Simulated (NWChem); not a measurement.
# PbF₂, singlet; SMILES [F][Pb][F]

Results from NWChem. Low-valent species are run as closed-shell singlets; no triplet was tried in these runs. Geometry: optimised at PBE0/def2-SVP. def2 effective core potentials on Pb; no spin-orbit coupling.

Q: Taking PBE/def2-QZVP as the yardstick, which of these has the fewest basis functions while keeping “dipole (D)” within 0.2 D of it: PBE/def2-SVPD; PBE/def2-TZVP; PBE/def2-TZVPP; PBE/def2-TZVPD; PBE/def2-SVP?

A: PBE/def2-SVPD.
| level | basis functions | dipole (D) | relative time (rough) |
|---|---|---|---|
| PBE/def2-SVP | 54 | 4.20 | 1 |
| PBE/def2-SVPD | 78 | 4.87 | 2 |
| PBE/def2-TZVP | 112 | 4.67 | 4 |
| PBE/def2-TZVPP | 112 | 4.67 | 4 |
| PBE/def2-TZVPD | 136 | 4.77 | 7 |
| PBE/def2-QZVP | 196 | 4.72 | 10 |

The yardstick is one finite set, not the basis-set limit.
